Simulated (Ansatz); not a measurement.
One change: `CN(C)[Si]Cl` becomes `CN(C)[SiH]`.

Ansatz, PBE0-D4/def2-TZVP geometries, multiplicity 1. Each molecule was computed in one conformer, which needn't be the lowest.

| property | `CN(C)[Si]Cl` |
| --- | --- |
| HOMO–LUMO gap (B3LYP/def2-TZVPP) / eV | 5.14 |
| LUMO energy (B3LYP/def2-TZVPP) / eV | -1.62 |
| size of the dipole moment (ωB97M-V/def2-TZVPP) / D | 2.91 |
| LUMO energy (PBE/def2-TZVPP) / eV | -2.21 |
| ideal-gas entropy at 298 K and 1 bar (rigid rotor, harmonic PBE0-D4/def2-TZVP) / J/(mol·K) | 342 |
| size of the dipole moment (B3LYP/def2-TZVPP) / D | 2.98 |

What does the change do to each property? (An estimate is asked.)

The calculation gave: 
| property | `CN(C)[SiH]` | shift |
| --- | --- | --- |
| HOMO–LUMO gap (B3LYP/def2-TZVPP) / eV | 4.39 | -0.75 |
| LUMO energy (B3LYP/def2-TZVPP) / eV | -1.63 | -0.01 |
| size of the dipole moment (ωB97M-V/def2-TZVPP) / D | 2.04 | -0.87 |
| LUMO energy (PBE/def2-TZVPP) / eV | -2.25 | -0.04 |
| ideal-gas entropy at 298 K and 1 bar (rigid rotor, harmonic PBE0-D4/def2-TZVP) / J/(mol·K) | 306 | -36 |
| size of the dipole moment (B3LYP/def2-TZVPP) / D | 2.18 | -0.80 |

Dipoles are sizes alone; their direction can turn.

B3LYP here is the variant with VWN-RPA as its local correlation; programs differ in this.
